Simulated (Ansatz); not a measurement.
Species: Cl$_{2}$F$_{2}$Sn, SMILES `[F][Sn]([F])([Cl])[Cl]` (charge 0, multiplicity 1).

Question: Give a relaxed geometry from PBE0-D3(BJ)/def2-TZVP run with Ansatz (a quantum-chemistry and plane-wave program).

Answer: the end point of this relaxation (outside a Z-matrix the atoms follow the SMILES, hydrogens last).
Cartesian coordinates (Å) in one orientation:
```xyz
5

F     -0.122    -1.297    -1.397
Sn    -0.004    -0.038     0.003
F     -0.116    -1.043     1.596
Cl    -1.773     1.380    -0.113
Cl     2.015     0.997    -0.089
```
